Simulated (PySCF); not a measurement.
GaBr₂, SMILES [Br][Ga+][Br], charge +1. Geometry optimised at PBE-D3(BJ)/def2-SVP. The multiplicity is an assumed one; no other spin state was optimised. The isomer is the one that the SMILES or the coordinates give; other isomers of the formula were not compared.

Calculation: PBE-D3(BJ)/def2-SVP in PySCF 2.14.0.

Harmonic wavenumbers (cm⁻¹): 85, 85, 242, 450. Rotational constants (GHz): 0.6571 (linear); symmetry number 2.

Q: Work out the zero-point energy and the ideal-gas rigid-rotor harmonic-oscillator thermochemistry at 298.15 K and 1 atm.

A: ZPE = ½ Σ hcν = ½ × 862 cm⁻¹ = 1.23 kcal/mol. H − E(el) = 4.74 kcal/mol. Entropy in cal/(mol K): translation 42.19, rotation 18.80, vibration 10.12, total 71.11. G − E(el) = -16.46 kcal/mol. Cp = 14.01 cal/(mol K). Modes under 150 cm⁻¹ make the vibrational entropy uncertain.
